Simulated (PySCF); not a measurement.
Run record for `C[C@H]1COCC[Se]1`: PBE/6-31G, IEF-PCM methanol, TDA, 25 singlets.

Method: TDA PBE/6-31G, vertical, IEF-PCM methanol (non-equilibrium linear response), core orbitals frozen in the response (PySCF 2.14.0, density-fitted response routines). Geometry: GFN2-xTB. A driver script takes a list of jobs; this job's settings line and coordinates (Å) are shown.

Command:
```bash
OMP_NUM_THREADS=1 python probes_run.py task.json out
```

Input:
```
{"job": {"kind": "uv", "xc": "PBE", "basis": "6-31G", "solvent": "methanol", "nstates": 25, "ntriplets": 5, "tda": true}, "charge": 0, "multiplicity": 1}
C     -2.350584     0.589199     0.098722
C     -0.884309     0.348378     0.404965
C     -0.443357    -1.058988     0.017424
O      0.873600    -1.379068     0.397167
C      1.857954    -0.689285    -0.334733
C      1.909890     0.798598    -0.024969
Se     0.235593     1.668475    -0.584390
H     -2.627904     1.608622     0.362123
H     -2.971296    -0.101700     0.666641
H     -2.546248     0.442441    -0.962584
H     -0.672281     0.515974     1.465975
H     -0.569975    -1.197956    -1.068428
H     -1.072735    -1.787570     0.538290
H      2.805807    -1.155805    -0.050522
H      1.698581    -0.838043    -1.414747
H      2.028591     0.967103     1.046885
H      2.721675     1.281654    -0.567728
```

Q: What does the run print?

A: 
```
coarse grid: 63136 points
cycle   1  E = -2672.0703906087  dE = -2.063e-01  |g| = 6.545e-01  |ddm| = 3.957e+00
cycle   2  E = -2671.9047578933  dE =  1.656e-01  |g| = 1.115e+00  |ddm| = 2.279e+00
cycle   3  E = -2672.1636145171  dE = -2.589e-01  |g| = 1.439e-01  |ddm| = 1.612e+00
cycle   4  E = -2672.1678151555  dE = -4.201e-03  |g| = 3.516e-02  |ddm| = 1.918e-01
cycle   5  E = -2672.1680648486  dE = -2.497e-04  |g| = 1.509e-02  |ddm| = 5.826e-02
cycle   6  E = -2672.1681208801  dE = -5.603e-05  |g| = 3.461e-03  |ddm| = 2.431e-02
cycle   7  E = -2672.1681233980  dE = -2.518e-06  |g| = 1.202e-03  |ddm| = 4.367e-03
final grid: 134048 points
cycle   8  E = -2672.1681247295  dE =  4.854e-07  |g| = 1.869e-03  |ddm| = 3.465e-03
cycle   9  E = -2672.1681230943  dE =  1.635e-06  |g| = 3.101e-03  |ddm| = 5.249e-03
cycle  10  E = -2672.1681256050  dE = -2.511e-06  |g| = 2.911e-04  |ddm| = 3.470e-03
cycle  11  E = -2672.1681256251  dE = -2.014e-08  |g| = 2.523e-05  |ddm| = 4.013e-04
cycle  12  E = -2672.1681256253  dE = -1.455e-10  |g| = 4.852e-06  |ddm| = 3.221e-05
converged SCF energy = -2672.1681256253

Static polarisability (au): isotropic 102.805, principal 84.876 104.416 119.123

Singlet excitations
state   eV       nm        f      main configurations
  1   4.6879    264.5   0.00059   H->L 0.99
  2   5.4090    229.2   0.00233   H-1->L 0.98
  3   6.0642    204.5   0.00510   H->L+1 0.93
  4   6.5722    188.6   0.06197   H-2->L 0.87
  5   6.6331    186.9   0.00549   H-1->L+1 0.91
  6   7.0852    175.0   0.01344   H->L+3 0.91, H->L+2 0.08
  7   7.1170    174.2   0.04249   H->L+2 0.84, H->L+3 0.08
  8   7.4481    166.5   0.01119   H-3->L 0.52, H-2->L+1 0.39
  9   7.6419    162.2   0.02673   H->L+4 0.88
 10   7.8054    158.8   0.07666   H-4->L 0.31, H-2->L+1 0.21, H-3->L+1 0.10
 11   7.8870    157.2   0.08098   H-4->L 0.41, H-2->L+1 0.22, H-3->L 0.12
 12   7.9885    155.2   0.01931   H-1->L+3 0.94
 13   8.0369    154.3   0.01078   H-1->L+2 0.59, H-5->L 0.24, H->L+5 0.09
 14   8.1107    152.9   0.02190   H->L+5 0.80, H-1->L+2 0.16
 15   8.1408    152.3   0.01497   H-5->L 0.60, H-1->L+2 0.15, H-3->L+1 0.11
 16   8.5077    145.7   0.00542   H-1->L+4 0.96
 17   8.5757    144.6   0.20519   H-3->L+1 0.40, H->L+6 0.23, H-6->L 0.20
 18   8.5948    144.3   0.03846   H->L+6 0.73, H-3->L+1 0.14
 19   8.7197    142.2   0.00934   H->L+7 0.84, H-6->L 0.11
 20   8.7398    141.9   0.03487   H->L+8 0.51, H-6->L 0.29, H->L+7 0.11
 21   8.7493    141.7   0.08711   H->L+8 0.46, H-6->L 0.26
 22   8.9512    138.5   0.01921   H-2->L+2 0.41, H-7->L 0.34, H-2->L+3 0.12
 23   8.9612    138.4   0.00184   H-7->L 0.54, H-2->L+3 0.29, H-2->L+2 0.10
 24   9.0098    137.6   0.06847   H->L+9 0.44, H-2->L+3 0.29, H-1->L+5 0.21
 25   9.0224    137.4   0.03144   H->L+9 0.47, H-2->L+3 0.15, H-1->L+5 0.13

Triplet excitations (Tamm-Dancoff, eV): 4.2119 5.2284 5.3127 6.0831 6.3363
```

The SCF starts on a coarse grid where the log names one; the energy can jump when the final grid takes over, and dE then counts from the start density on the new grid. H and L stand for HOMO and LUMO; the number after each pair is its weight.

Q: Give the mean polarisability as a volume in Å³, and the ratio of the largest to the smallest principal value.

A: 102.805 au × 0.148185 = 15.23 Å³; 119.123/84.876 = 1.40.

Q: How does the lowest singlet excitation compare with the HOMO–LUMO gap?

A: HOMO -4.91 eV and LUMO -0.44 eV give a gap of 4.47 eV; S1 at 4.69 eV lies 0.22 eV above it.

In short: SCF converged in 12 cycles with 101 basis and 940 fitting functions; HOMO -4.91 eV, LUMO -0.44 eV; lowest singlet 4.69 eV; lowest triplet 4.21 eV (Tamm–Dancoff); mean polarisability 102.8 au.

Geometry: GFN2-xTB, one conformer. The PBE/6-31G calculation is non-relativistic and has no spin–orbit coupling, an omission that weighs most on selenium.

Q: How long does this job take on an Arm Neoverse V2 with one thread, shared host with 32 logical CPUs at a one-minute load of 27? And the peak memory of the process?

A: About 15 s, with 0.61 GiB resident at the peak, the Python interpreter and its libraries included.
